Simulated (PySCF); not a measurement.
Compound: C7H14O2Si.
Bonds: O1–C2 (double), C2–C3, C3–O4, O4–Si5, C2–C6, C6–C7, C7–C8, C8–C9, C9–C10, C6–C10. Hydrogens: H11, H12 on C3; H13, H14, H15 on Si5; H16 on C6; H17, H18 on C7; H19, H20 on C8; H21, H22 on C9; H23, H24 on C10.

Probes without a nucleus sit at each ring's centroid and 1 Å off its mean plane on both sides; NICS is minus the shielding there, NICSzz its component along the normal. Level: GIAO PBE0/pcSseg-1 (PySCF, non-relativistic, gas phase) on the GFN2-xTB geometry, one conformer.

Ring bond lengths (Å), with Mayer bond orders in brackets: C6–C7 1.536 (1.00), C7–C8 1.525 (1.04), C8–C9 1.524 (1.03), C9–C10 1.531 (1.03), C10–C6 1.554 (0.98).

Give the NICS values of each ring in ppm.

| ring | type | NICS(0) | NICS(1), two faces | NICS(1)zz, two faces | rms pucker (Å) | centre to ring atoms, mean (Å) |
| --- | --- | --- | --- | --- | --- | --- |
| C6–C7–C8–C9–C10 | 5-membered carbocycle; formal bonds all single | -6.2 | -4.0 / -4.2 | -4.7 / -3.6 | 0.18 | 1.28 |

What do they say, and how far can they be read as aromaticity?

- C6–C7–C8–C9–C10: mean NICS(1)zz -4.2 ppm, shielded. C6, C7, C8, C9, C10 have four or more neighbours, so the value isn't read as a sign of a π ring current.

List the ring angles and the Hirshfeld charges of the ring atoms.

- C6–C7–C8–C9–C10: C6 105.5° (-0.031 e), C7 104.8° (-0.073 e), C8 102.5° (-0.068 e), C9 103.9° (-0.066 e), C10 105.6° (-0.062 e); sum 522.3° against 540° for a flat convex ring.

What are the shieldings of the ring atoms and their hydrogens in the same run (means over atoms taken as equivalent)?

| atoms | environment | σ isotropic (ppm) | principal values of the symmetric part, first atom (ppm) |
| --- | --- | --- | --- |
| C6 | sp3 carbon next to a carbonyl | 140.0 | 106.4, 148.3, 165.5 |
| C7 (×2) | ring CH2 carbon | 154.8 | 129.0, 168.5, 172.4 |
| C8 (×2) | ring CH2 carbon | 155.7 | 128.7, 165.5, 170.1 |
| H16 | methine hydrogen | 29.07 | 25.0, 27.6, 34.5 |
| H17 (×2) | methylene hydrogen | 29.96 | 25.1, 27.8, 37.4 |
| H18 (×2) | methylene hydrogen | 29.77 | 23.9, 28.4, 35.3 |
| H19 (×2) | methylene hydrogen | 29.97 | 25.1, 26.7, 37.5 |
| H20 (×2) | methylene hydrogen | 30.10 | 26.0, 27.5, 37.3 |

On one thread, Arm Neoverse V1 (aarch64) (shared host), this took 71 s and 1.2 GiB of memory at its peak. This is the whole shielding run at PBE0/pcSseg-1, SCF included.
